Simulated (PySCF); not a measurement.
**Potential energy of LiCa⁺ along the bond**

Set-up: basis Li def2-SVPD, Ca def2-SVPD; no relativity; PySCF 2.14. Energies in eV from Li⁺ + Ca in their ground configurations at the same level. State: ¹Σ⁺ (singlet), closed shell.

All columns are PBE. A positive dipole points towards Ca; it is taken about the centre of mass and depends on that origin.

```json
{"R (Å)": "2.829", "E (eV)": "-1.124", "μ (D)": "-3.17", "Mulliken charge on Li (basis-dependent)": "0.98", "HOMO (eV)": "-8.58", "LUMO (eV)": "-6.67", "Mayer bond order": "0.05", "⟨S²⟩": "0.00"}
{"R (Å)": "2.961", "E (eV)": "-1.224", "μ (D)": "-3.48", "Mulliken charge on Li (basis-dependent)": "0.88", "HOMO (eV)": "-8.50", "LUMO (eV)": "-6.63", "Mayer bond order": "0.22", "⟨S²⟩": "0.00"}
{"R (Å)": "3.093", "E (eV)": "-1.279", "μ (D)": "-3.83", "Mulliken charge on Li (basis-dependent)": "0.81", "HOMO (eV)": "-8.42", "LUMO (eV)": "-6.61", "Mayer bond order": "0.35", "⟨S²⟩": "0.00"}
{"R (Å)": "3.191", "E (eV)": "-1.299", "μ (D)": "-4.11", "Mulliken charge on Li (basis-dependent)": "0.76", "HOMO (eV)": "-8.36", "LUMO (eV)": "-6.59", "Mayer bond order": "0.42", "⟨S²⟩": "0.00"}
{"R (Å)": "3.290", "E (eV)": "-1.303", "μ (D)": "-4.41", "Mulliken charge on Li (basis-dependent)": "0.73", "HOMO (eV)": "-8.30", "LUMO (eV)": "-6.58", "Mayer bond order": "0.47", "⟨S²⟩": "0.00"}
{"R (Å)": "3.389", "E (eV)": "-1.296", "μ (D)": "-4.73", "Mulliken charge on Li (basis-dependent)": "0.70", "HOMO (eV)": "-8.25", "LUMO (eV)": "-6.56", "Mayer bond order": "0.51", "⟨S²⟩": "0.00"}
{"R (Å)": "3.520", "E (eV)": "-1.272", "μ (D)": "-5.18", "Mulliken charge on Li (basis-dependent)": "0.67", "HOMO (eV)": "-8.17", "LUMO (eV)": "-6.55", "Mayer bond order": "0.55", "⟨S²⟩": "0.00"}
{"R (Å)": "3.685", "E (eV)": "-1.225", "μ (D)": "-5.77", "Mulliken charge on Li (basis-dependent)": "0.65", "HOMO (eV)": "-8.07", "LUMO (eV)": "-6.52", "Mayer bond order": "0.58", "⟨S²⟩": "0.00"}
{"R (Å)": "3.882", "E (eV)": "-1.154", "μ (D)": "-6.50", "Mulliken charge on Li (basis-dependent)": "0.63", "HOMO (eV)": "-7.96", "LUMO (eV)": "-6.50", "Mayer bond order": "0.60", "⟨S²⟩": "0.00"}
{"R (Å)": "4.145", "E (eV)": "-1.046", "μ (D)": "-7.51", "Mulliken charge on Li (basis-dependent)": "0.63", "HOMO (eV)": "-7.81", "LUMO (eV)": "-6.48", "Mayer bond order": "0.61", "⟨S²⟩": "0.00"}
```

A fit through these points gives, at Re = 3.275 Å, μ = -4.37 D and dμ/dR = -3.13 D/Å; the reduced mass is 5.968 u.

Task: How strong is the fundamental in the double-harmonic approximation, I = 42.26·(dμ/dR)²/μred km/mol?

Result: I = 42.26·(-3.13)²/5.968 = 69.4 km/mol at PBE.

Closed-shell solutions of metal pairs were not tested for spin polarisation, which can lower them a little. For an ion De counts to the pair picked by the measured ionisation energies or electron affinities, which need not be the lowest pair at this level.
